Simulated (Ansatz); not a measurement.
Two members of one family (N-butylpyridinium salts), computed with Ansatz in the gas phase; def2 core potentials for Sb, no spin–orbit coupling. The two geometries come from different levels. Binding counts from free atoms in the multiplicity of their measured ground term, without zero-point energy. The structures are stationary points that may keep the symmetry of their start.

First: N-butylpyridinium tetrafluoroborate (singlet, charge 0, r2SCAN-D4/def2-SVP geometry).

```xyz
29

C    -1.898    3.232    2.174
C    -0.701    2.327    1.908
C    -0.959    1.316    0.793
C     0.257    0.431    0.556
N     0.011   -0.562   -0.511
C    -0.454   -1.786   -0.188
C    -0.716   -2.725   -1.170
C    -0.464   -2.401   -2.504
C     0.052   -1.144   -2.814
C     0.296   -0.243   -1.790
H    -2.169    3.811    1.276
H    -1.687    3.950    2.981
H    -2.784    2.646    2.472
H     0.181    2.938    1.644
H    -0.426    1.785    2.831
H    -1.224    1.846   -0.140
H    -1.833    0.688    1.053
H     1.149    0.993    0.250
H     0.553   -0.140    1.445
H    -0.583   -1.983    0.877
H    -1.080   -3.711   -0.879
H    -0.642   -3.136   -3.293
H     0.304   -0.864   -3.838
H     0.740    0.739   -1.952
F     4.146   -1.984    0.003
B     2.846   -1.618   -0.236
F     2.250   -2.408   -1.237
F     2.058   -1.745    0.947
F     2.776   -0.255   -0.658
```

```tsv
level	HOMO (eV)	LUMO (eV)	gap (eV)	binding per atom (eV)
PBE-D4/def2-SVP	-6.12	-3.43	2.69	4.77
PBE-D4/def2-TZVP	-6.63	-3.49	3.14	4.70
r2SCAN-D4/def2-TZVP	-7.12	-3.38	3.74	4.58
PBE0-D4/def2-SVP	-8.32	-2.60	5.72	4.67
PBE0-D4/def2-TZVP	-8.63	-2.63	6.00	4.60
```

Second: N-butylpyridinium hexafluoroantimonate (singlet, charge 0, PBE-D4/def2-SVP geometry).

```xyz
31

C     1.834    2.511   -2.495
C     1.037    1.222   -2.302
C     1.374    0.509   -0.986
C     0.545   -0.765   -0.840
N     0.541   -1.325    0.538
C     1.075   -2.549    0.792
C     0.991   -3.111    2.061
C     0.324   -2.410    3.080
C    -0.216   -1.151    2.797
C    -0.085   -0.619    1.516
H     1.631    3.229   -1.674
H     1.567    3.010   -3.448
H     2.929    2.319   -2.511
H    -0.052    1.450   -2.293
H     1.211    0.535   -3.159
H     1.128    1.198   -0.153
H     2.460    0.275   -0.925
H    -0.523   -0.567   -1.066
H     0.906   -1.569   -1.511
H     1.553   -3.054   -0.057
H     1.432   -4.103    2.238
H     0.229   -2.848    4.086
H    -0.776   -0.560    3.536
H    -0.483    0.369    1.231
F    -4.821    0.497    0.358
Sb   -3.018    1.173    0.213
F    -3.146    1.483   -1.695
F    -2.357   -0.651   -0.180
F    -3.548    2.975    0.649
F    -1.117    1.753    0.105
F    -2.626    0.774    2.095
```

Task: Estimate how these quantities change from the first to the second (second minus first).

Result: 
```csv
level,Δ HOMO (eV),Δ LUMO (eV),Δ gap (eV),Δ binding per atom (eV)
PBE-D4/def2-SVP,-1.35,-0.55,0.80,-0.31
PBE-D4/def2-TZVP,-1.31,-0.54,0.77,-0.27
r2SCAN-D4/def2-TZVP,-1.23,-0.55,0.68,-0.28
PBE0-D4/def2-SVP,-1.03,-0.57,0.46,-0.34
PBE0-D4/def2-TZVP,-0.73,-0.56,0.18,-0.30
```
